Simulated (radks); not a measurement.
The europium ion Eu4+, 59 electrons, occupied as [Xe] 4f5.

All-electron calculation, Dirac Kohn-Sham, LDA (Slater exchange, Perdew-Wang correlation), spin-unpolarised, spherical densities, point nucleus; open shells are shared between the two j in proportion to 2j + 1. Program: a radial shooting solver on a logarithmic mesh with Libxc functionals.

Energy parts (eV):
total: -295015.72
kinetic: 320767.88
electron-nucleus: -721150.10
Hartree: 111730.15
exchange-correlation: -6363.66

Orbitals (lengths in bohr, moments of r in powers of bohr; <r^-3> diverges for s and p1/2; r(90%) holds 90 % of the orbital's charge):
[
 {"orbital": "1s1/2", "occ.": "2", "eigenvalue (eV)": "-48327.64", "<r^-3>": "-", "r(90%)": "0.0404", "small-component weight": "5.49e-02"},
 {"orbital": "2s1/2", "occ.": "2", "eigenvalue (eV)": "-7977.940", "<r^-3>": "-", "r(90%)": "0.147", "small-component weight": "1.21e-02"},
 {"orbital": "2p1/2", "occ.": "2", "eigenvalue (eV)": "-7573.831", "<r^-3>": "-", "r(90%)": "0.130", "small-component weight": "1.21e-02"},
 {"orbital": "2p3/2", "occ.": "4", "eigenvalue (eV)": "-6926.668", "<r^-3>": "9377", "r(90%)": "0.139", "small-component weight": "1.13e-02"},
 {"orbital": "3s1/2", "occ.": "2", "eigenvalue (eV)": "-1798.238", "<r^-3>": "-", "r(90%)": "0.367", "small-component weight": "3.81e-03"},
 {"orbital": "3p1/2", "occ.": "2", "eigenvalue (eV)": "-1623.429", "<r^-3>": "-", "r(90%)": "0.359", "small-component weight": "3.75e-03"},
 {"orbital": "3p3/2", "occ.": "4", "eigenvalue (eV)": "-1491.606", "<r^-3>": "1971", "r(90%)": "0.377", "small-component weight": "3.51e-03"},
 {"orbital": "3d3/2", "occ.": "4", "eigenvalue (eV)": "-1188.070", "<r^-3>": "330.2", "r(90%)": "0.349", "small-component weight": "3.39e-03"},
 {"orbital": "3d5/2", "occ.": "6", "eigenvalue (eV)": "-1159.373", "<r^-3>": "294.7", "r(90%)": "0.355", "small-component weight": "3.32e-03"},
 {"orbital": "4s1/2", "occ.": "2", "eigenvalue (eV)": "-399.1943", "<r^-3>": "-", "r(90%)": "0.811", "small-component weight": "1.22e-03"},
 {"orbital": "4p1/2", "occ.": "2", "eigenvalue (eV)": "-331.5692", "<r^-3>": "-", "r(90%)": "0.839", "small-component weight": "1.14e-03"},
 {"orbital": "4p3/2", "occ.": "4", "eigenvalue (eV)": "-301.9977", "<r^-3>": "443.1", "r(90%)": "0.881", "small-component weight": "1.06e-03"},
 {"orbital": "4d3/2", "occ.": "4", "eigenvalue (eV)": "-190.3118", "<r^-3>": "63.16", "r(90%)": "0.963", "small-component weight": "9.00e-04"},
 {"orbital": "4d5/2", "occ.": "6", "eigenvalue (eV)": "-184.9503", "<r^-3>": "55.65", "r(90%)": "0.978", "small-component weight": "8.78e-04"},
 {"orbital": "5s1/2", "occ.": "2", "eigenvalue (eV)": "-89.2702", "<r^-3>": "-", "r(90%)": "1.88", "small-component weight": "2.85e-04"},
 {"orbital": "5p1/2", "occ.": "2", "eigenvalue (eV)": "-69.5521", "<r^-3>": "-", "r(90%)": "2.09", "small-component weight": "2.37e-04"},
 {"orbital": "5p3/2", "occ.": "4", "eigenvalue (eV)": "-64.8289", "<r^-3>": "70.53", "r(90%)": "2.19", "small-component weight": "2.16e-04"},
 {"orbital": "4f5/2", "occ.": "2.14286", "eigenvalue (eV)": "-53.4966", "<r^-3>": "8.248", "r(90%)": "1.36", "small-component weight": "5.46e-04"},
 {"orbital": "4f7/2", "occ.": "2.85714", "eigenvalue (eV)": "-52.7548", "<r^-3>": "7.992", "r(90%)": "1.38", "small-component weight": "5.37e-04"}
]

The highest occupied level is 4f7/2 at -52.755 eV. The density falls to 0.001 e/bohr^3 at r = 3.12 bohr. Summed over all electrons, <r^2> = 32.46 bohr^2, which gives a Langevin (diamagnetic) susceptibility term of -25.7 x 10^-6 cm^3/mol.
